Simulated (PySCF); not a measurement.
Isomers of C7H11BO, one conformer each; single-point electronic energies without zero-point terms and without any empirical dispersion term.

Computed with PySCF at PBE0/pcSseg-1, non-relativistic, each on one gas-phase PBE0-D3(BJ)/def2-SVP geometry that isn't relaxed in the solvent. The solvent is an IEF-PCM continuum (Bondi radii, 1.10 Å for H, scaled by 1.2). Only the electrostatic response of the medium enters.

| isomer | relative energy, gas (kJ/mol) | dipole (D) |
| --- | --- | --- |
| `C=C(C#CC)CBOC` | 0.0 | 1.84 |
| `C#C[C@@H]1BCC[C@@H]1OC` | 128.0 | 0.91 |
| `C#C[C@@H]1BCC[C@H]1OC` | 128.5 | 2.11 |

**Question.** How do the relative energies look in tetrahydrofuran (ε = 7.426)?

**Answer.** 
| isomer | relative energy, solvent (kJ/mol) | E(solvent) − E(gas) (kJ/mol) | dipole in solvent (D) |
| --- | --- | --- | --- |
| `C=C(C#CC)CBOC` | 0.0 | -17.3 | 2.18 |
| `C#C[C@@H]1BCC[C@@H]1OC` | 127.5 | -17.8 | 1.37 |
| `C#C[C@@H]1BCC[C@H]1OC` | 124.5 | -21.4 | 2.73 |

The lowest stays, but the order above it changes. Conformers: `[CH2:1]=[C:2]([C:3]#[C:4][CH3:5])[CH2:6][BH:7][O:8][CH3:9]` with C1–C2–C6–B7 106°, C2–C6–B7–O8 -132°, C6–B7–O8–C9 180°; `[CH:1]#[C:2][C@@H:3]1[BH:4][CH2:5][CH2:6][C@@H:7]1[O:8][CH3:9]` with C6–C7–O8–C9 176°, C2–C3–B4–C5 -102°, C3–B4–C5–C6 9°, B4–C5–C6–C7 -28°, C5–C6–C7–O8 162°; `[CH:1]#[C:2][C@@H:3]1[BH:4][CH2:5][CH2:6][C@H:7]1[O:8][CH3:9]` with C6–C7–O8–C9 -77°, C2–C3–B4–C5 -146°, C3–B4–C5–C6 -11°, B4–C5–C6–C7 30°, C5–C6–C7–O8 -159°. `C#C[C@@H]1BCC[C@H]1OC` gains most from the continuum, and it has the largest gas-phase dipole. The gains span 4.1 kJ/mol, the gas-phase energies 128.5 kJ/mol.
